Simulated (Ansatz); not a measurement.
```yaml
crystal:
  periodic: [false, false, false]
  atoms:
    - {symbol: B, position_ang: [-0.654561, 0.819084, -0.198703]}
    - {symbol: C, position_ang: [0.512620, -0.121594, -0.333487]}
    - {symbol: C, position_ang: [0.559495, -1.119069, 0.537767]}
    - {symbol: O, position_ang: [0.560963, -1.966090, 1.310257]}
    - {symbol: H, position_ang: [-0.756510, 1.739612, -0.952762]}
    - {symbol: H, position_ang: [-1.468882, 0.640166, 0.658296]}
    - {symbol: H, position_ang: [1.307976, -0.060108, -1.067066]}
basis:
  gaussian: {orbitals: aug-cc-pVTZ}
hamiltonian: {xc: {name: B97}}
output: {forces: true}
```

```sh
$ ansatz run in.yaml --threads 2 --pin off --events-out ev --progress --plain --max-ram 4352MiB
```

Output, abridged:

```
Functional definition: B97
1040 factors; their error is unknown
mean field evaluation 1: about -4839.0119 eV, gradient 5.4e1 eV
mean field evaluation 2: about -4835.0994 eV, gradient 6.4e1 eV
mean field evaluation 4: about -4845.4645 eV, gradient 7.4e0 eV
mean field evaluation 8: about -4845.5530 eV, gradient 1.6e-1 eV
mean field evaluation 16: about -4845.5341 eV, gradient 7.9e-5 eV
mean field -4845.53412763 eV, -178.0700947692 hartree, gradient 2.7e-5 eV, S^2 0.000000; 0 other end points of the search recorded, 0 dependent functions left out
reference -4845.53416435 eV, -178.0700961189 hartree; 14, 14 occupied and 239, 239 virtual orbitals, 1040 factors
Total energy: -4845.53416435 eV, -178.0700961189 hartree
Atom 0 at    -0.654561     0.819084    -0.198703 Å, force    -0.178884     0.171786    -0.004529 eV/Å
Atom 1 at     0.512620    -0.121594    -0.333487 Å, force     0.081962     0.120129    -0.179573 eV/Å
Atom 2 at     0.559495    -1.119069     0.537767 Å, force     0.062227     0.181564    -0.218857 eV/Å
Atom 3 at     0.560963    -1.966090     1.310257 Å, force    -0.002173    -0.457818     0.420065 eV/Å
Atom 4 at    -0.756510     1.739612    -0.952762 Å, force    -0.001258    -0.030280     0.028718 eV/Å
Atom 5 at    -1.468882     0.640166     0.658296 Å, force     0.025245     0.016055    -0.036177 eV/Å
Atom 6 at     1.307976    -0.060108    -1.067066 Å, force     0.012881    -0.001435    -0.009646 eV/Å
Dipole moment:     0.213481    -0.059079    -0.127856 e Å
```

Run time 8 s (2 threads of an Arm Neoverse V2 on a shared host); peak host memory 0.61 GiB.
